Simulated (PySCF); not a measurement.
Circular dichroism: `C=C[C@@H]1C=C[C@H](F)[SiH2]1`, C$_{6}$H$_{9}$FSi

Molfile (atoms numbered from 1):
```
C6H9FSi
     RDKit          3D

 17 17  0  0  0  0  0  0  0  0999 V2000
    2.8893    0.2456   -0.2232 C   0  0  0  0  0  0  0  0  0  0  0  0
    1.6544   -0.1928   -0.3883 C   0  0  0  0  0  0  0  0  0  0  0  0
    0.5214    0.0829    0.5442 C   0  0  2  0  0  0  0  0  0  0  0  0
   -0.2775   -1.1643    0.8121 C   0  0  0  0  0  0  0  0  0  0  0  0
   -1.5810   -1.1763    0.5918 C   0  0  0  0  0  0  0  0  0  0  0  0
   -2.2298    0.0782    0.0900 C   0  0  2  0  0  0  0  0  0  0  0  0
   -2.9220   -0.1780   -1.0943 F   0  0  0  0  0  0  0  0  0  0  0  0
   -0.7725    1.3109   -0.1801 Si  0  0  0  0  0  4  0  0  0  0  0  0
    3.1710    0.8380    0.6323 H   0  0  0  0  0  0  0  0  0  0  0  0
    3.6697    0.0379   -0.9351 H   0  0  0  0  0  0  0  0  0  0  0  0
    1.3973   -0.7831   -1.2582 H   0  0  0  0  0  0  0  0  0  0  0  0
    0.9336    0.4567    1.4870 H   0  0  0  0  0  0  0  0  0  0  0  0
    0.2542   -2.0308    1.1792 H   0  0  0  0  0  0  0  0  0  0  0  0
   -2.2014   -2.0469    0.7426 H   0  0  0  0  0  0  0  0  0  0  0  0
   -3.0014    0.4211    0.7899 H   0  0  0  0  0  0  0  0  0  0  0  0
   -0.9207    2.5198    0.6320 H   0  0  0  0  0  0  0  0  0  0  0  0
   -0.5917    1.5931   -1.5997 H   0  0  0  0  0  0  0  0  0  0  0  0
  1  2  2  0
  2  3  1  0
  3  4  1  0
  4  5  2  0
  5  6  1  0
  6  7  1  0
  6  8  1  0
  8  3  1  0
  1  9  1  0
  1 10  1  0
  2 11  1  0
  3 12  1  1
  4 13  1  0
  5 14  1  0
  6 15  1  1
  8 16  1  0
  8 17  1  0
M  END
```

Level of theory: TDDFT B3LYP/def2-SVPD circular dichroism and optical rotation, one conformer, gas phase (PySCF). Geometry: GFN2-xTB.

The molecule is flexible and this is one conformer; a measurement averages over conformers. States above about 7.0 eV (minus the energy of the highest occupied orbital) lie near or above the ionisation threshold and depend on the basis. Singlets 14 and 15 lie within 0.01 eV of each other, so their separate moments and overlaps can depend on how they mix.

Question: What are the CIP labels of the stereocentres?

Answer: C3 R, C6 R.

Question: Which excitations and rotatory strengths does the calculation give?

Answer: Rotatory strengths R in 10⁻⁴⁰ esu² cm², velocity form and length form (origin at the centre of mass); f in length form.
| state | E (eV) | λ (nm) | f | R (velocity) | R (length) | main |
| --- | --- | --- | --- | --- | --- | --- |
| 1 | 5.54 | 224 | 0.072 | -33.8 | -33.7 | HOMO→LUMO 0.87 |
| 2 | 6.09 | 203 | 0.094 | -35.6 | -33.3 | HOMO−1→LUMO 0.85 |
| 3 | 6.34 | 196 | 0.004 | +1.6 | +2.6 | HOMO→LUMO+1 0.75, HOMO→LUMO+2 0.22 |
| 4 | 6.48 | 191 | 0.034 | -4.3 | -5.8 | HOMO→LUMO+2 0.58, HOMO→LUMO+3 0.21 |
| 5 | 6.68 | 186 | 0.003 | -5.6 | -4.9 | HOMO−2→LUMO 0.70, HOMO−1→LUMO+1 0.13 |
| 6 | 6.83 | 182 | 0.148 | +64.9 | +65.6 | HOMO→LUMO+3 0.39, HOMO−1→LUMO+1 0.21 |
| 7 | 6.88 | 180 | 0.067 | +16.2 | +15.9 | HOMO−1→LUMO+2 0.42, HOMO−1→LUMO+1 0.27 |
| 8 | 6.92 | 179 | 0.010 | -9.7 | -6.5 | HOMO−1→LUMO+3 0.42, HOMO−1→LUMO+2 0.36 |
| 9 | 7.03 | 176 | 0.047 | -48.1 | -46.5 | HOMO→LUMO+4 0.74, HOMO→LUMO+3 0.10 |
| 10 | 7.19 | 173 | 0.064 | +40.2 | +39.5 | HOMO→LUMO+5 0.68 |
| 11 | 7.25 | 171 | 0.062 | +5.4 | +3.1 | HOMO→LUMO+6 0.30, HOMO−1→LUMO+3 0.25 |
| 12 | 7.35 | 169 | 0.031 | -14.2 | -15.6 | HOMO→LUMO+6 0.38, HOMO→LUMO+8 0.13 |
| 13 | 7.43 | 167 | 0.0006 | +1.7 | +1.9 | HOMO−3→LUMO 0.82 |
| 14 | 7.49 | 166 | 0.033 | +4.7 | +5.9 | HOMO−1→LUMO+4 0.56, HOMO−2→LUMO+1 0.14 |
| 15 | 7.49 | 165 | 0.009 | +9.7 | +7.2 | HOMO→LUMO+7 0.79 |
| 16 | 7.59 | 163 | 0.027 | -13.4 | -14.0 | HOMO−4→LUMO 0.65 |

Among the states computed, the strongest CD band (largest |R|) is state 6. The largest dissymmetry factor in size, g = 4R/(D+G), with D and G the electric and magnetic dipole strengths, is +0.031 for state 13 (velocity form, f = 0.0006), among bands with |R| over 0.5. The mirror image has the same energies and oscillator strengths and all R with the opposite sign.
